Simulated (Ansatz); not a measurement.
Geometry optimisation, Ansatz, RHF/def2-SVP.

The input (input.yaml):

```yaml
crystal:
  periodic: [false, false, false]
  atoms:
    - { symbol: Zn, position_ang: [-0.327344, -0.532726, -0.869393] }
    - { symbol: H, position_ang: [0.749576, 0.559725, 1.51202] }
    - { symbol: Cl, position_ang: [0.727839, -2.366626, -1.052556] }
    - { symbol: H, position_ang: [0.289893, 0.967052, 1.180503] }
    - { symbol: Cl, position_ang: [-1.439963, 1.372575, -0.770574] }
basis:
  gaussian: { orbitals: def2-SVP }
hamiltonian:
  xc: hf
relax:
  f_tol: 0.03
  max_steps: 50
```

Launched with:

```bash
$ ansatz run input.yaml --threads 1 --pin off --max-ram 2048MiB --backend cpu --events-out ev --progress --plain --runs-dir out
```

Q: Where does it end, and by what steps?

A: It converged. After 4 steps the energy has fallen by 0.156 eV; H4 moved furthest, 0.35 Å.

```csv
step,energy less start (eV),largest force component (eV/Å),accepted
0,0.0000,1.558,yes
1,-0.1407,0.320,yes
2,-0.1513,0.183,yes
3,-0.1555,0.043,yes
4,-0.1561,0.026,yes
```

```xyz
5
Properties=species:S:1:pos:R:3
Zn -0.439 -0.550 -1.049
H 0.925 0.588 1.746
Cl 0.667 -2.369 -1.126
H 0.424 1.077 1.483
Cl -1.577 1.254 -1.054
```

Whether the end is a true minimum wasn't checked by a vibrational analysis.

Run time: 7.3 s on 1 thread of Arm Neoverse V1, with other jobs on the host, peak memory 0.16 GiB.
